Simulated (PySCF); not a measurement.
Polarisability and C₆ of Fe¹⁵⁺ (iron, charge +15)

[Ne] 3s1, 2S determinant. All numbers are calculated (PySCF 2.14, scalar relativity by spin-free X2C-1e, in an even-tempered Gaussian basis (18 s from 1.1 bohr⁻², ratio 2.5; 11 p from 1.4 bohr⁻², ratio 2.5; 5 d from 5.7 bohr⁻², ratio 2.7; 4 f from 8.5 bohr⁻², ratio 2.7)). Coupled (time-dependent) response in atomic units; α is the mean over directions.

```json
{"method": "UHF", "mean α (bohr³)": "0.2286", "C₆ (like pair)": "0.05676", "S(−4)": "0.1257"}
{"method": "PBE0", "mean α (bohr³)": "0.2155", "C₆ (like pair)": "0.05176", "S(−4)": "0.1136"}
```

S(−4) is the Cauchy moment in α(ω) = α(0) + S(−4) ω² + …

α(iu) at PBE0:

| u (hartree) | α(iu) (bohr³) |
| --- | --- |
| 0 | 0.2155 |
| 0.100 | 0.2143 |
| 0.200 | 0.2110 |
| 0.400 | 0.1987 |
| 0.600 | 0.1813 |
| 0.800 | 0.1617 |
| 1.00 | 0.1422 |
| 1.50 | 0.1014 |
| 2.00 | 0.07367 |
| 3.00 | 0.04381 |
| 5.00 | 0.02270 |

A single London oscillator, α(iu) = α/(1 + u²/ω²), gives C₆ = (3/4) ω α². Matching the computed C₆ needs ω = 4 × 0.05176 / (3 × 0.2155²) = 1.49 hartree.

For an ion, C₆ is the dispersion term alone; charge-induced terms of lower order in 1/R come first.
